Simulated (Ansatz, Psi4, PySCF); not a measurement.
arsenic trifluoride (AsF$_{3}$), singlet, geometry from GFN2-xTB. Base run: BHANDHLYP/6-31G* (PySCF).

Geometry (Å):
```xyz
4

F     -0.8430    -1.1707    -0.5077
As     0.0132    -0.0055     0.4239
F      1.4163    -0.1205    -0.5644
F     -0.6217     1.3115    -0.4823
```
Charge 0, spin multiplicity 1.
All else is at PySCF's defaults.

The same geometry, method and basis name were run in Ansatz (a quantum-chemistry and plane-wave program) and Psi4 and PySCF, at each program's defaults and at the settings that a row names. The base is PySCF at its defaults. Differences at the defaults can come from grids, fitting, cores and function types together.

```tsv
code and settings	ΔE vs base (mEh)	basis functions	E (Eh)	SCF cycles	dipole (D)
PySCF, defaults (exact integrals, its default grid, spherical functions)	0.000	74	-2535.04099	9	2.94
Psi4, defaults (density fitting with its default set, its default grid, Cartesian functions)	[?]	80	[?]	8	2.94
Ansatz, defaults (factorised integrals, its default grid, Cartesian functions)	-8.686	80	-2535.04968	-	-
PySCF, density fitting with def2-universal-jkfit	[?]	74	[?]	9	2.94
PySCF, fine grid	0.002	74	-2535.04099	9	2.94
Psi4, exact integrals, spherical functions, fine grid	0.003	74	-2535.04099	10	2.94
Ansatz, high accuracy, Cartesian functions as the basis file defines them	-8.695	80	-2535.04969	-	-
```

**Question.** Complete the blanks.

**Answer.** 
- Psi4, defaults (density fitting with its default set, its default grid, Cartesian functions), ΔE vs base (mEh): 282.1
- Psi4, defaults (density fitting with its default set, its default grid, Cartesian functions), E (Eh): -2534.75891
- PySCF, density fitting with def2-universal-jkfit, ΔE vs base (mEh): 0.088
- PySCF, density fitting with def2-universal-jkfit, E (Eh): -2535.04091
